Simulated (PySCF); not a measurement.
These 2 structures share the formula C8H13NO. Method used: PySCF 2.14.0, PBE0-D3(BJ)/def2-SVP geometry optimisation, gas phase. Energies are electronic, without zero-point or thermal terms, for one conformer each. No frequencies were run at this level. Point groups hold within 0.08 Å.

Question: Rank from lowest to highest electronic energy at this level (kcal/mol).
A. `[CH2:1]=[CH:2][C:3](=[O:4])[N:5]([CH2:6][CH3:7])[CH:8]1[CH2:9][CH2:10]1` with C1–C2–C3–O4 -3°, C2–C3–N5–C6 171°, C3–N5–C6–C7 -103°, C3–N5–C8–C9 -67°
B. `[CH2:1]=[CH:2][CH2:3][C@@H:4]1[N:5]=[CH:6][CH2:7][C@H:8]1[O:9][CH3:10]` with C1–C2–C3–C4 -116°, C2–C3–C4–N5 -169°, C7–C8–O9–C10 -168°, C3–C4–N5–C6 -113°, N5–C6–C7–C8 -10°, C6–C7–C8–O9 -104°, C3–C4–C8–C7 105°

Answer: A (0.0), B (12.2).

As drawn, the lower has a three-membered ring, a C=O bond and a C(=O)–N unit, which the higher lacks; the higher has a C=N bond, which the lower lacks.

```csv
SMILES,E (Eh),E rel (kcal/mol),dipole (D),point group,"A, B, C (MHz)"
C=CC(=O)N(CC)C1CC1,-441.79485,0.0,3.45,C1,"1678, 1137, 750.0"
C=CC[C@@H]1N=CC[C@H]1OC,-441.77548,12.2,1.96,C1,"1661, 1126, 803.2"
```
